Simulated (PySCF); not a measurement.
Work out the structure from these simulated measurements.

Elements present: C, Ge, H and P. Monoisotopic mass: 122.9424 u (electron mass counted); charge -1.

| Item | Value |
| --- | --- |
| NMR, other nuclei | isotropic shieldings of nuclei other than C and H, by class: 528 (1 P), 1542 (1 Ge) ppm [GIAO KT2/pcSseg-2] |
| XPS | P2p3/2 130.5, C1s 284.8, P1s 2144.1 eV [ΔSCF SCAN, pcX-2 on the ionised atom, pcseg-1 elsewhere, spin-free X2C, 2p3/2 from a spin–orbit splitting computed afterwards within the 2p shell] |
| 13C NMR | chemical shifts (computed TMS as zero) by class: 5.5 (1 C) ppm [GIAO KT2/pcSseg-2] |
| Rotational structure | rotational constants A, B, C: 8.223, 3.039, 2.346 GHz [PBE0-D3(BJ)/def2-SVP] |
| 1H NMR | chemical shifts (computed TMS as zero) by class: 3.92 (1 H), 1.06 (2 H), 0.09 (3 H) ppm [GIAO KT2/pcSseg-2] |

The electronic properties come from PySCF, for the isolated species, density fitting. Levels stand in brackets. One conformer (not necessarily the lowest) at the PBE0-D3(BJ)/def2-SVP geometry, without solvent, vibrations or thermal averaging. The geometry's basis has no diffuse functions, a weakness for an anion. Relativistic effects, spin–orbit coupling among them, are left out (core-ionisation runs apart) although an element past zinc is present. The HOMO energy is positive, so at this level the finite basis confines the outermost electrons. No diffuse functions stand in pcSseg-2, which bears on an anion's orbital energies. Each NMR value is the plain mean over a class of atoms that symmetry, rotation or inversion makes alike.

Problem. Which formula fits the mass and the elements?

Solution. CH6GeP (calculated 122.9424). No other formula that holds each of these elements comes within 0.0003 u with a fitting electron parity and a possible valence count.

Problem. Give a SMILES that accounts for the data.

Solution. Numbering: `[CH3:1][GeH-:2][PH2:3]`. The one carbon: sp3 carbon bound to germanium [C1] (5.5 ppm). Hydrogen classes from least to most shielded: 1 H on a germanium bonded to C, P and H, Ge2 (3.92 ppm), 2 H on a three-coordinate phosphorus, P3 (1.06 ppm, a mean of values up to 0.7 ppm apart in this geometry), 3 H on an sp3 carbon bound to germanium, C1 (0.09 ppm, a mean of values up to 1.7 ppm apart in this geometry). The other shieldings belong to: 528 ppm, three-coordinate phosphorus [P3]; 1542 ppm, germanium bonded to C, P and H [Ge2]. The core levels belong to: P2p3/2 130.5 eV, three-coordinate phosphorus [P3]; C1s 284.8 eV, sp3 carbon bound to germanium [C1]; P1s 2144.1 eV, three-coordinate phosphorus [P3]. No core level of Ge was computed. By its constants the optimised geometry is an asymmetric top. Structure: `[PH2][GeH-][CH3]`. The assignments are read from this structure; whether some other isomer fits the data as well wasn't checked. NMR values of atoms bound to Ge lack the spin–orbit term that these neighbours bring.

Shape of the structure used: `[CH3:1][GeH-:2][PH2:3]`: H–P3–Ge2–C1 169°, H–P3–Ge2–C1 -99°.
